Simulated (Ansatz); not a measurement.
`BBC` + `F[SiH]([SiH3])Cl` → `CBBF` + `[SiH3][SiH2]Cl`  (redistribution)

Gas-phase electronic energies from Ansatz, PBE0-D4/def2-TZVP geometries. CCSD(T)/CBS adds triple-zeta CCSD(T) − MP2 to the extrapolated MP2 energy (def2 sets, frozen cores). One conformer a species, not always the lowest.

```
           species  MP2/def2-QZVPP energy (Eh)
             `BBC`                   -91.12352
`F[SiH]([SiH3])Cl`                 -1140.11173
            `CBBF`                  -190.36485
  `[SiH3][SiH2]Cl`                 -1040.86663
```

Question: Work out ΔE.

Answer: ΔE = (-190.36485) + (-1040.86663) − (-91.12352) − (-1140.11173) = 0.00377 Eh = +9.9 kJ/mol. CCSD(T)/CBS gives +8.5 kJ/mol.

Largest T1 diagnostic among the species: 0.012.

At CCSD(T), def2-SVP lies −35.3 kJ/mol from the extrapolated value and def2-TZVPP −4.7 kJ/mol. Leaving LDA and LC-ωPBE aside and taking each functional with its dispersion term where it has one, the values, not all of them listed here, spread over 10.0 kJ/mol, from PBE-D4 to B97M-V.
